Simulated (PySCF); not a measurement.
C2H7BClP.
Z-matrix (Å and degrees, PBE0-D3(BJ)/def2-SVP geometry), rows numbered from 1:
```
C 
C   1  1.3376
B   2  1.5824  1  128.68
P   3  1.9810  2  110.75  1     6.07
Cl  3  1.8699  2  114.34  1   118.01
H   1  1.0990  2  122.41  3    -0.82
H   1  1.0950  2  122.75  3   178.93
H   2  1.0997  1  116.73  3  -179.51
H   3  1.2202  2  116.00  1  -110.71
H   4  1.4114  3  112.51  2   177.76
H   4  1.4141  3  116.35  2    61.31
H   4  1.4183  3  121.13  2   -62.54
```

Theory: PySCF 2.14.0, PBE0-D3(BJ)/def2-SVP geometry optimisation, gas phase.

Masses are those of the commonest isotopes; rigid-rotor values at the optimised geometry. The values belong to one conformer with, in the numbering `[CH2:1]=[CH:2][B@@H-:3]([PH3+:4])[Cl:5]`, C1–C2–B3–P4 6°.

(1) What are A, B and C (MHz)?

(2) What kind of rotor is it?

(3) What does the inertial defect say?

(4) Give the other two planar moments, Paa and Pbb, and the rms extents of the mass along the axes.

(5) Give the coordinates in the principal-axis frame, origin at the centre of mass.

(6) Which types of transition are allowed, and where do some lines up to J = 3 fall?

Answers

(1) Ia = 157.16, Ib = 213.73, Ic = 340.80 u·Å²; 505379 MHz·u·Å²/I gives A = 3216, B = 2365, C = 1483 MHz.

(2) An asymmetric top. Ray's parameter κ = (2B − A − C)/(A − C) = 0.018; −1 is the prolate and +1 the oblate limit.

(3) Not planar: Δ = Ic − Ia − Ib = -30.10 u·Å². For a rigid frame Δ = −2 Σ m c², so Σ m c² = 15.05 u·Å² lies off the ab plane: 6.84 from hydrogen and 8.22 from heavier atoms. The atom farthest from that plane is 1.86 Å away.

(4) Paa = Σ m a² = (Ib + Ic − Ia)/2 = 198.68 and Pbb = Σ m b² = (Ia + Ic − Ib)/2 = 142.11 u·Å². With the mass M = 108.01 u, the rms extents √(P/M) along a, b and c are 1.36, 1.15, 0.37 Å.

(5) The sense of each axis is arbitrary; atoms in the order of the calculation.
```tsv
atom	mass (u)	a (Å)	b (Å)	c (Å)
C1	12.000	2.249	-1.066	-0.352
C2	12.000	1.080	-1.297	0.256
B3	11.009	-0.043	-0.261	0.666
P4	30.974	0.387	1.548	-0.018
Cl5	34.969	-1.691	-0.538	-0.173
H6	1.008	2.563	-0.059	-0.661
H7	1.008	2.967	-1.861	-0.576
H8	1.008	0.858	-2.341	0.520
H9	1.008	-0.187	-0.072	1.863
H10	1.008	-0.617	2.493	0.284
H11	1.008	0.486	1.681	-1.422
H12	1.008	1.550	2.237	0.412
```

(6) The dipole components are |μa| = 2.16 D, |μb| = 4.08 D, |μc| = 0.67 D. Intensities carry the squares of the components, which stand as 0.28 : 1.00 : 0.03 (a : b : c). Some lines, for components of 0.1 D or more:

```json
{"type": "c", "branch": "Q", "J(Ka,Kc)": "1(1,1) ← 1(0,1)", "MHz": "851", "lower level (cm⁻¹)": "0.128"}
{"type": "a", "branch": "Q", "J(Ka,Kc)": "1(1,0) ← 1(1,1)", "MHz": "882", "lower level (cm⁻¹)": "0.157"}
{"type": "c", "branch": "Q", "J(Ka,Kc)": "2(2,1) ← 2(1,1)", "MHz": "2553", "lower level (cm⁻¹)": "0.472"}
{"type": "a", "branch": "Q", "J(Ka,Kc)": "2(1,1) ← 2(1,2)", "MHz": "2645", "lower level (cm⁻¹)": "0.384"}
{"type": "b", "branch": "Q", "J(Ka,Kc)": "2(1,1) ← 2(0,2)", "MHz": "3032", "lower level (cm⁻¹)": "0.371"}
{"type": "b", "branch": "Q", "J(Ka,Kc)": "3(2,1) ← 3(1,2)", "MHz": "3291", "lower level (cm⁻¹)": "0.889"}
{"type": "b", "branch": "R", "J(Ka,Kc)": "1(1,1) ← 0(0,0)", "MHz": "4699", "lower level (cm⁻¹)": "0.000"}
{"type": "c", "branch": "Q", "J(Ka,Kc)": "3(3,1) ← 3(2,1)", "MHz": "4982", "lower level (cm⁻¹)": "0.999"}
{"type": "b", "branch": "Q", "J(Ka,Kc)": "3(3,0) ← 3(2,1)", "MHz": "5123", "lower level (cm⁻¹)": "0.999"}
{"type": "a", "branch": "Q", "J(Ka,Kc)": "3(1,2) ← 3(1,3)", "MHz": "5148", "lower level (cm⁻¹)": "0.718"}
{"type": "b", "branch": "Q", "J(Ka,Kc)": "2(2,1) ← 2(1,2)", "MHz": "5198", "lower level (cm⁻¹)": "0.384"}
{"type": "b", "branch": "Q", "J(Ka,Kc)": "3(2,2) ← 3(1,3)", "MHz": "6741", "lower level (cm⁻¹)": "0.718"}
{"type": "a", "branch": "R", "J(Ka,Kc)": "2(1,2) ← 1(1,1)", "MHz": "6813", "lower level (cm⁻¹)": "0.157"}
{"type": "a", "branch": "R", "J(Ka,Kc)": "2(0,2) ← 1(0,1)", "MHz": "7277", "lower level (cm⁻¹)": "0.128"}
{"type": "b", "branch": "R", "J(Ka,Kc)": "2(1,2) ← 1(0,1)", "MHz": "7664", "lower level (cm⁻¹)": "0.128"}
{"type": "a", "branch": "R", "J(Ka,Kc)": "2(1,1) ← 1(1,0)", "MHz": "8577", "lower level (cm⁻¹)": "0.186"}
{"type": "b", "branch": "R", "J(Ka,Kc)": "3(0,3) ← 2(1,2)", "MHz": "9875", "lower level (cm⁻¹)": "0.384"}
{"type": "a", "branch": "R", "J(Ka,Kc)": "3(1,3) ← 2(1,2)", "MHz": "9999", "lower level (cm⁻¹)": "0.384"}
{"type": "c", "branch": "R", "J(Ka,Kc)": "2(1,1) ← 1(0,1)", "MHz": "10309", "lower level (cm⁻¹)": "0.128"}
{"type": "b", "branch": "R", "J(Ka,Kc)": "2(2,1) ← 1(1,0)", "MHz": "11130", "lower level (cm⁻¹)": "0.186"}
{"type": "b", "branch": "R", "J(Ka,Kc)": "2(2,0) ← 1(1,1)", "MHz": "12429", "lower level (cm⁻¹)": "0.157"}
{"type": "a", "branch": "R", "J(Ka,Kc)": "3(1,2) ← 2(1,1)", "MHz": "12503", "lower level (cm⁻¹)": "0.472"}
{"type": "a", "branch": "R", "J(Ka,Kc)": "3(2,1) ← 2(2,0)", "MHz": "12823", "lower level (cm⁻¹)": "0.571"}
{"type": "c", "branch": "R", "J(Ka,Kc)": "3(2,2) ← 2(1,2)", "MHz": "16740", "lower level (cm⁻¹)": "0.384"}
{"type": "b", "branch": "R", "J(Ka,Kc)": "3(3,0) ← 2(2,1)", "MHz": "18364", "lower level (cm⁻¹)": "0.557"}
```

No frequency check. Constants of a rigid frame at the computed geometry: no zero-point averaging, no centrifugal distortion. A rigid rotor knows nothing of internal rotation, which can split or shift real lines. Quadrupole hyperfine structure (11B, 35Cl) is left out.
